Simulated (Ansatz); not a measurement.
**A small benchmark: atomisation enthalpy at 298 K**

6 molecules with two or more fluorines; the atomisation enthalpy at 298 K in kJ/mol, computed less measured. Shapes, held fixed at every level: PBE0-D4/def2-TZVP. Thermal terms are harmonic and unscaled (PBE0-D4/def2-TZVP); the spin-orbit lowering of the free atoms is taken from their spectra. Programs: Ansatz 0.2.0. Measured values: Active Thermochemical Tables, CRC Handbook of Chemistry and Physics, NIST-JANAF tables.

Levels: A = B3LYP-D4/def2-TZVPP; B = wB97M-V/def2-TZVPP; C = CCSD(T)/def2-SVP.

```tsv
molecule	from tabulated heats	A	B	C
NF3 (nitrogen trifluoride)	843	+9	+22	-137
CF4 (tetrafluoromethane)	1968	-30	+9	-93
C2HClF2 (SMILES FC(F)=CCl)	2247	+23	+49	-98
SeF6 (selenium hexafluoride)	1820	-21	+33	-260
C2BrF5 (bromopentafluoroethane)	3007	-32	+23	-164
C2H3F3 (1,1,1-trifluoroethane)	3070	-12	+18	-131
```

Which level does best on this set, which worst, and which err to one side?


```
              level                    kind  mean error  mean absolute error  worst case
B3LYP-D4/def2-TZVPP           global hybrid       -10.5                 21.2      C2BrF5
 wB97M-V/def2-TZVPP  range-separated hybrid       +25.7                 25.7     C2HClF2
   CCSD(T)/def2-SVP   coupled cluster or CI      -147.2                147.2        SeF6
```

On this set B3LYP-D4/def2-TZVPP has the smallest mean absolute error and CCSD(T)/def2-SVP the largest. B3LYP-D4/def2-TZVPP is too low in 4 of 6; wB97M-V/def2-TZVPP is too high in 6 of 6; CCSD(T)/def2-SVP is too low in 6 of 6. The heats of NF3, SeF6, C2BrF5, C2H3F3 come from older tables and can be uncertain by 10 kJ/mol or more. The tabulated value of C2HClF2 is in doubt (older tables, estimates, or at odds with other calculations) and kept here. Over the 5 molecules whose values aren't doubted the mean absolute errors are A 20.8; B 21.0; C 157.0. Correlated wave functions converge slowly with the basis. Relativity is left out for Br, Se. Outer-core shells of Br, Se are correlated, in sets that cover them unevenly. The set is small.
